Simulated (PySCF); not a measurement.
# How exact exchange moves a shielding

Molecule: `InChI=1S/C2H7Si.Al.2H/c1-2-3;;;/h1-2H2,3H3;;;`.

Mapped SMILES: `[AlH2:1][CH2:2][CH2:3][SiH3:4]` (H(Xn): hydrogen on atom n).

GIAO shieldings (ppm, equivalent atoms averaged) in PySCF on the PBE0-D3(BJ)/def2-SVP geometry, basis pcSseg-2, gas phase, non-relativistic:

```csv
functional,exact exchange (%),σ(Al1),σ(C2),σ(Si4)
BLYP,0,233.2,158.2,376.2
BP86,0,239.5,163.4,386.8
PBE,0,238.4,163.3,388.6
PBE0,25,264.0,171.6,401.7
mPW1PW91,25,266.7,171.4,399.9
BHandHLYP,50,279.4,173.6,403.4
HF,100,329.5,185.4,434.1
```

(1) Fit each shielding as a line in the percentage of exact exchange.

(2) What does the line predict for B3LYP (20 %), and what does the run give?

Answers

(1) σ(Al1) = 238.4 + 0.91 x (rms 3.5 ppm); σ(C2) = 162.9 + 0.23 x (rms 2.4 ppm); σ(Si4) = 384.9 + 0.48 x (rms 4.7 ppm). The functionals also differ in their semilocal parts, which the line can't hold; Hartree–Fock has no correlation at all.

(2) σ(Al1): 256.6 predicted, 252.3 computed; σ(C2): 167.5 predicted, 165.2 computed; σ(Si4): 394.5 predicted, 387.1 computed ppm.
